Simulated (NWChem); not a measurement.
System: GaH₂Cl; SMILES [Cl][GaH2]

Here is an NWChem input.

```
start job
memory heap 200 mb stack 900 mb global 1100 mb
geometry units angstroms noautoz
  Ga     0.000000     0.000000     0.776400
  H      0.000000    -1.422259     1.429067
  H      0.000000     1.422259     1.429067
  Cl     0.000000     0.000000    -1.401656
end
basis spherical
  * library def2-svpd
end
dft
  xc xpbe96 cpbe96
  iterations 150
  vectors input atomic output neutral.movecs
end
task dft energy
charge 1
dft
  odft
  mult 2
  vectors input atomic output cation.movecs
end
task dft energy
charge -1
dft
  odft
  mult 2
  vectors input atomic output anion.movecs
end
task dft energy
```

Coordinates come from a B3LYP/6-31G* (spherical d) optimisation.

Ions are spin-unrestricted doublets at the neutral geometry; other ion states weren't tried.

### Question
What results follow from this input? (PBE/def2-SVPD, vertical spin-unrestricted ions.) Quantities: vertical ionisation energy, ΔSCF (eV); −ε(HOMO) (eV).

### Answer
* **vertical ionisation energy, ΔSCF (eV)**: 10.51
* **−ε(HOMO) (eV)**: 7.20
